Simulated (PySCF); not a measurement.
HP2, SMILES [PH+]#P, charge +1. Atoms are numbered in the order given.

```xyz
3

P      0.0000     0.0000     1.0114
P      0.0000     0.0000    -0.8598
H      0.0000     0.0000    -2.2751
```
Charge +1, spin multiplicity 1.

Coordinates come from a TPSSh-D3(BJ)/def2-TZVPD optimisation. The isomer is the one that the SMILES or the coordinates give; other isomers of the formula were not compared.

These are TDA-PBE/def2-TZVPD (PySCF 2.14.0) values and carry that method's errors.

Vertical excitations; the highest root listed may be one member of a degenerate set.  State labels are in the subgroup C2v.

```tsv
state	symmetry	energy (eV)	λ (nm)	f	main pairs
S1	A2	3.81	325	0.000	HOMO−1→LUMO+1 50 %, HOMO→LUMO 50 %
S2	A2	4.13	300	0.000	HOMO→LUMO, HOMO−1→LUMO+1 (degenerate set)
S3	A1	4.13	300	0.000	HOMO→LUMO+1, HOMO−1→LUMO (degenerate set)
S4	B1	5.10	243	0.017	HOMO−1→LUMO+2 (degenerate set)
S5	B2	5.10	243	0.017	HOMO→LUMO+2 (degenerate set)
S6	A1	6.30	197	0.022	HOMO−2→LUMO+2 54 %, HOMO−1→LUMO 22 %, HOMO→LUMO+1 22 %
S7	B1	6.39	194	0.016	HOMO−2→LUMO (degenerate set)
S8	B2	6.39	194	0.016	HOMO−2→LUMO+1 (degenerate set)
S9	B1	9.24	134	0.149	HOMO−1→LUMO+3 (degenerate set)
S10	B2	9.24	134	0.149	HOMO→LUMO+3 (degenerate set)
T1	A1	2.70	459	0	HOMO→LUMO+1 50 %, HOMO−1→LUMO 50 %
T2	A1	3.11	399	0	HOMO−1→LUMO, HOMO→LUMO+1 (degenerate set)
T3	A2	3.11	399	0	HOMO−1→LUMO+1, HOMO→LUMO (degenerate set)
T4	A2	3.81	325	0	HOMO→LUMO 50 %, HOMO−1→LUMO+1 50 %
```
Triplets are in the Tamm–Dancoff approximation.
